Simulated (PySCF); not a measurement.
Electron correlation in Sc (scandium, neutral)

[Ar] 3d1 4s1 4p1, one real determinant (an excited configuration). Calculation: PySCF 2.14, in def2-TZVPPD; the non-relativistic Hamiltonian (point nucleus). Frozen: [Ar]; 3 electrons correlated.

MP2 pair energies summed by pair of shells (mhartree):

```csv
pair,energy,share (%)
3d-4s,-2.39,42.5
4s-4p,-1.75,31.1
3d-4p,-1.48,26.3
```

Total MP2 correlation energy: -5.61 mhartree.

Same-spin part -5.61 and opposite-spin part 0.00 mhartree; SCS-MP2 scales them by 1/3 and 6/5 to -1.87 mhartree.

The reference is one real determinant that mixes LS terms of this configuration.
